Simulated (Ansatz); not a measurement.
Cartesian coordinates in Å:
```
C 1.7836 0.4712 1.5153
N 0.9188 -0.4229 0.7930
C 1.5339 -1.6969 0.5324
Zn -0.6349 0.0901 0.0523
O -2.2144 0.5640 -0.5683
Si -2.9611 1.1154 -1.8967
H 1.2936 1.4263 1.7196
H 2.0778 0.0426 2.4861
H 2.7140 0.6893 0.9660
H 2.4502 -1.6038 -0.0732
H 1.8190 -2.2004 1.4694
H 0.8568 -2.3683 -0.0014
H -2.0406 1.9066 -2.7678
H -4.0980 1.9946 -1.5089
H -3.4987 -0.0076 -2.7177
```

Total charge 0; spin multiplicity 1.

Q: List the B3LYP/def2-TZVPP orbital energies in eV (the Gaussian-basis code of Ansatz). (Estimate.)

A: Ansatz gave: Occupied: -9450.20, -1798.92, -1149.41, -1012.82, -1012.78, -1012.70, -519.96, -389.22, -277.41, -277.41, -143.36, -132.09, -98.69, -98.67, -98.66, -88.37, -88.30, -88.19, -25.90, -24.26, -19.32, -16.94, -15.20, -14.46, -14.42, -14.30, -14.30, -13.62, -12.63, -12.25, -12.07, -10.93, -10.64, -10.20, -9.98, -9.95, -9.04, -8.13, -7.97, -5.85. Lowest empty: -1.15, -0.25, 0.08, 0.80, 1.31, 1.77, 1.99, 2.03.

B3LYP here is the variant with VWN-RPA as its local correlation; programs differ in this.
